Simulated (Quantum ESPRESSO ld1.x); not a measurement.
Values are calculated unless marked as measured or tabulated.
Task: Species: the selenium ion Se+. Configuration: [Ar] 3d10 4s2 4p3 (the NIST ground configuration). Level of theory: Dirac Kohn-Sham, PBE, spin-unpolarised, spherical densities, point nucleus; open shells fill j = l - 1/2 first (ld1.x of Quantum ESPRESSO 7.5). Some entries of the table are withheld. Estimate them.

| orbital | occ. | eigenvalue (hartree) | <r^2> (bohr^2) |
|---|---|---|---|
| 1s1/2 | 2 | -459.7872 | 0.002616 |
| 2s1/2 | 2 | -59.4185 | 0.04521 |
| 2p1/2 | 2 | -53.3425 | 0.03486 |
| 2p3/2 | 4 | -51.8078 | 0.03632 |
| 3s1/2 | 2 | (1) | 0.3793 |
| 3p1/2 | 2 | -6.1461 | (2) |
| 3p3/2 | 4 | -5.9302 | (3) |
| 3d3/2 | 4 | -2.3511 | (4) |
| 3d5/2 | 6 | -2.3182 | (5) |
| 4s1/2 | 2 | -0.9836 | 3.484 |
| 4p1/2 | 2 | -0.5745 | (6) |
| 4p3/2 | 1 | -0.5583 | (7) |
| 5s1/2 | 0 | -0.1941 | 26.93 |
| 4d3/2 | 0 | -0.1269 | (8) |
| 4d5/2 | 0 | -0.1264 | (9) |

Result: 
(1) 3s1/2 eigenvalue (hartree): -8.2238
(2) 3p1/2 <r^2> (bohr^2): 0.3981
(3) 3p3/2 <r^2> (bohr^2): 0.4125
(4) 3d3/2 <r^2> (bohr^2): 0.4923
(5) 3d5/2 <r^2> (bohr^2): 0.4992
(6) 4p1/2 <r^2> (bohr^2): 5.104
(7) 4p3/2 <r^2> (bohr^2): 5.286
(8) 4d3/2 <r^2> (bohr^2): 22.98
(9) 4d5/2 <r^2> (bohr^2): 23.16
